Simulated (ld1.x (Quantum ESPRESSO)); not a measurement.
**Ranking TM potentials for Cu (Z = 29)**

All share these settings but for the change named:

Cu, norm-conserving Troullier–Martins (Kleinman–Bylander form), made with ld1.x (Quantum ESPRESSO) 7.5 (PBEsol, scalar-relativistic). Core [Ar], reference 3d9 4s2 4p0. Waves: 4p (bound, empty): rc 3.45 bohr; 3d (bound): rc 1.45 bohr; 4f channel at 0.05 Ry: rc 3.00 bohr; 4s (bound): rc 2.00 bohr. Local part: the s channel. Core correction: Bessel-smoothed model core inside 0.85 bohr.

Cutoff: the first of the cutoffs (Ry, on a coarse ladder) from which the occupation-weighted sum of valence levels, in a spherical-Bessel basis at the reference potential, stays within 10 and 1 mRy of its value at 400 Ry; the density cutoff is not measured.

The base gives 140 Ry.

Of 9 variants that were run, those that failed, showed a ghost or another fault, or gave nearly equal values are left out.

Problem. Rank these variants from softest to hardest (loose cutoff).
A. wave 3d (bound): rc 1.45 bohr becomes 3d (bound): rc 1.22 bohr
B. wave 3d (bound): rc 1.45 bohr becomes 3d (bound): rc 1.84 bohr
C. wave 3d (bound): rc 1.45 bohr becomes 3d (bound): rc 0.98 bohr
D. wave 3d (bound): rc 1.45 bohr becomes 3d (bound): rc 2.16 bohr
E. wave 3d (bound): rc 1.45 bohr becomes 3d (bound): rc 1.56 bohr

Solution. D (70 Ry), B (90 Ry), E (120 Ry), A (160 Ry), C (230 Ry).
